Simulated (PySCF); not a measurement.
# Removing an electron from `CC[O][GeH2][NH]C`

C₃H₁₁GeNO.
Z-matrix (Å and degrees, PBE0-D3(BJ)/def2-SVP geometry), rows numbered from 1:
```
C 
C   1  1.5169
O   2  1.4031  1  112.08
Ge  3  1.7895  2  121.23  1   -94.12
N   4  1.8176  3  115.09  2    61.35
C   5  1.4419  4  124.15  3   -83.18
H   1  1.1014  2  111.13  3  -176.53
H   1  1.1004  2  110.11  3   -56.35
H   1  1.1010  2  110.91  3    62.93
H   2  1.1051  1  109.53  3   119.52
H   2  1.1108  1  109.69  3  -124.62
H   4  1.5301  3  102.64  2  -179.81
H   4  1.5415  3  107.90  2   -56.07
H   5  1.0143  4  116.60  3    69.72
H   6  1.1039  5  111.43  4  -147.32
H   6  1.1083  5  114.47  4    90.60
H   6  1.1019  5  109.77  4   -29.49
```

Level: B3LYP/def2-SVPD (PySCF). Frontier orbitals with their largest atomic shares (Löwdin; up to four atoms above 4 %):

| orbital | ε (eV) | main atoms |
| --- | --- | --- |
| HOMO−3 | -9.30 | Ge4 29 %, H12 25 %, H13 12 %, C2 7 % |
| HOMO−2 | -8.15 | O3 43 %, C2 17 %, H11 8 %, H10 7 % |
| HOMO−1 | -7.51 | O3 58 %, C2 10 %, C1 10 %, Ge4 7 % |
| HOMO | -6.56 | ? |
| LUMO | 0.20 | Ge4 22 %, C6 15 %, H14 9 %, C1 7 % |
| LUMO+1 | 0.55 | Ge4 34 %, H13 16 %, H12 12 %, O3 10 % |
| LUMO+2 | 0.71 | Ge4 22 %, H13 13 %, H12 12 %, O3 11 % |

What vertical ionisation energy does ΔSCF give, and how far is −ε(HOMO) from it?

ΔSCF: 8.69 eV (838 kJ/mol; threshold wavelength 143 nm); ⟨S²⟩ of the doublet left behind is 0.761, against 0.75 for a pure doublet. −ε(HOMO) is 6.56 eV, 2.13 eV below it. In exact Kohn–Sham theory the two would be equal; B3LYP (global hybrid, 20 % exact exchange) falls short of its own ΔSCF value by 25 %.

On which atoms does the HOMO lie?

N5 (nitrogen bonded to C, Ge and H) 56 %, C6 (N-methyl carbon) 12 %, O3 (oxygen bonded to C and Ge) 11 %, H16 (methyl hydrogen) 5 %, so more than half of it is on one atom. The HOMO−1 lies 0.95 eV lower.

With α = 81.4 au, estimate the like-pair dispersion coefficient by London's formula C6 = (3/4)α²I.

I = 0.3193 Eh, so C6 ≈ 1590 au, a rough estimate.

How many of the 10 lowest singlet excitations (vertical TDDFT, same level) lie below the ionisation energy?

All 10; they run from 5.74 to 7.33 eV.

Shift the occupied levels rigidly so that −ε(HOMO) equals the ΔSCF value. What binding energies result?

The shift is +2.13 eV: HOMO 8.69, HOMO−1 9.64, HOMO−2 10.28, HOMO−3 11.43 eV. A rigid shift is only a rough guide to the deeper ionisations.

What kinetic energy would electrons from this vertical process carry with 118.2 nm light (10.49 eV)?

10.49 − 8.69 = 1.80 eV.

The structure is a single PBE0-D3(BJ)/def2-SVP conformer in the gas phase; no vibrational or solvent corrections. The calculation is non-relativistic, for germanium too.

These values come from a run that also computed excited states and ΔSCF ions. Hardware: one thread of an Arm Neoverse V1, no GPU (shared host). Cost: 2.4 min wall.
